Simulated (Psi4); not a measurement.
CCl3 (SMILES Cl[C](Cl)Cl), doublet, geometry from GFN2-xTB. Base run: HF/STO-3G (Psi4).

Here is a job for Psi4.
```
memory 2 GB

molecule {
0 2
C    -0.00495017   -0.00528924    0.30398563
Cl   -0.00002372    1.67596123   -0.00662262
Cl    1.45179868   -0.83693332   -0.02670425
Cl   -1.45002785   -0.83716112   -0.07396218
}

set {
  basis sto-3g
  reference uhf
  stability_analysis check
  scf_type pk
}

energy('scf')
print_variables()
```

The bond that is stretched is that between atoms 2 and 1. A test that says stable can miss a lower solution.

Each row names what was changed in the base input (with any setting that the change needs).

```tsv
change	ΔE vs base (mEh)	<S^2>
base	0.000	0.764
stability_analysis = follow; reference = uhf	0.000	0.764
bond × 1.25	38.130	0.964
stability_analysis = follow; reference = uhf; bond × 1.25	38.130	0.964
bond × 1.5	128.1	0.775
stability_analysis = follow; reference = uhf; bond × 1.5	80.048	1.283
bond × 1.8	204.3	0.919
stability_analysis = follow; reference = uhf; bond × 1.8	86.644	1.376
bond × 2.2	104.1	0.750
stability_analysis = follow; reference = uhf; bond × 2.2	104.1	0.750
bond × 3.0	79.711	1.763
stability_analysis = follow; reference = uhf; bond × 3.0	79.688	1.763
```

Psi4 reported an instability in these rows: bond × 1.5; stability_analysis = follow; reference = uhf; bond × 1.5; bond × 1.8; stability_analysis = follow; reference = uhf; bond × 1.8; bond × 3.0; stability_analysis = follow; reference = uhf; bond × 3.0 (restricted rows aren't judged here).

On stretching, the SCF can end on different states; <S^2> shows the spin contamination of each.
